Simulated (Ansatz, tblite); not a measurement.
Cost and result up the ladder for Te3⁻ (the lowest doublet isomer of a short search) (3 atoms). Charge -1, multiplicity 2. Geometry: PBE0-D4/def2-SVPD.

Cartesian coordinates in Å:
```
Te 2.1568 0.7635 -0.1444
Te -1.7389 -1.4308 -0.4294
Te -0.4179 0.6673 0.5738
```

Ansatz on 4 threads of Arm Neoverse V2 on a shared host; xTB runs through tblite on one thread. Times are rough, summed over both states, and most runs start from the orbitals of an earlier one. No level here is sound enough to serve as a yardstick. The other state is a singlet.

In the def2 sets Te takes a core potential; there is no spin–orbit coupling. The xTB rows come from tblite. The structure comes from a short search, and lower isomers may exist.

Raw xTB energies of ions are shifted by several eV, and xTB has no spin-polarisation term.

```json
{"level": "PBE-D4/def2-TZVPD", "functions": "177", "vertical IE (eV)": "2.67", "remarks": "restricted singlet, untested (singlet)"}
{"level": "GFN1-xTB", "functions": "27", "vertical IE (eV)": "6.05", "remarks": "–"}
{"level": "GFN2-xTB", "functions": "27", "vertical IE (eV)": "4.44", "remarks": "–"}
{"level": "PBE0-D4/def2-TZVPD", "functions": "177", "vertical IE (eV)": "2.99", "remarks": "restricted singlet, untested (singlet)"}
{"level": "r2SCAN-D4/def2-TZVPD (with forces)", "functions": "177", "vertical IE (eV)": "2.86", "remarks": "restricted singlet, untested (singlet)"}
```

Estimate how long each takes.

GFN1-xTB 0.006 s; GFN2-xTB 0.01 s; PBE-D4/def2-TZVPD 4.7 s; PBE0-D4/def2-TZVPD 7.8 s; r2SCAN-D4/def2-TZVPD (with forces) 11 s. On shared hardware such times vary by a factor of up to 3.
